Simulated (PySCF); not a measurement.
Si(H)2(Me)(OMe) (C₂H₈OSi), SMILES C[SiH2]OC. Heavy atoms are numbered as in [SiH2:1]([CH3:2])[O:3][CH3:4]. Hydrogens are named by the atom that carries them.

Geometry: PBE0-D3(BJ)/def2-SVP. The values are those of a single conformer.

Method: PBE/pcSseg-1 in PySCF.

GIAO shieldings, no solvent; atoms alike by connectivity are averaged. δ = σ(ref) − σ: ²⁹Si against TMS (σ = 335.4 ppm); ¹³C against TMS (σ = 182.0 ppm); ¹⁷O against H2O (σ = 334.3 ppm); ¹H against TMS (σ = 31.49 ppm), references at their B3LYP-D3(BJ)/def2-TZVP geometries, non-relativistic.

```csv
nucleus,atoms,count,δ (ppm)
²⁹Si,Si1 (SiH2),1,-6.5
¹³C,C4 (CH3),1,58.1
¹³C,C2 (CH3),1,-2.0
¹⁷O,O3,1,15.5
¹H,H on Si1,2,5.30
¹H,H on C4,3,4.02
¹H,H on C2,3,0.57
```
